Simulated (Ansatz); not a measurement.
Isomers of C2H6S2Si, relaxed with PBE0-D4/def2-TZVP in Ansatz; electronic energies, one conformer each and not always the lowest. Functionals use def2-TZVPP; CBS adds triple-zeta CCSD(T) − MP2 to the MP2 limit of def2-TZVPP and def2-QZVPP.

Q: Order them by energy at frozen-core CCSD(T)/CBS, lowest first. (Best estimate.)
A. `CC1(S)[SiH2]S1`
B. `C1[SiH2]SCS1`
C. `C[SiH]1CSS1`

A: C (0.0 kJ/mol), B (17.3 kJ/mol), A (103.3 kJ/mol).

Q: How do B3LYP, B3LYP-D4, ωB97M-V, B2PLYP place them (kJ/mol, against `C[SiH]1CSS1`)? (An estimate is asked.)

A: Computed: 
```
          isomer  B3LYP  B3LYP-D4  ωB97M-V  B2PLYP
`CC1(S)[SiH2]S1`  105.5     104.2    108.4   102.2
  `C1[SiH2]SCS1`   21.3      18.7     21.0    18.2
```

B3LYP here is the variant with VWN-RPA as its local correlation; programs differ in this.
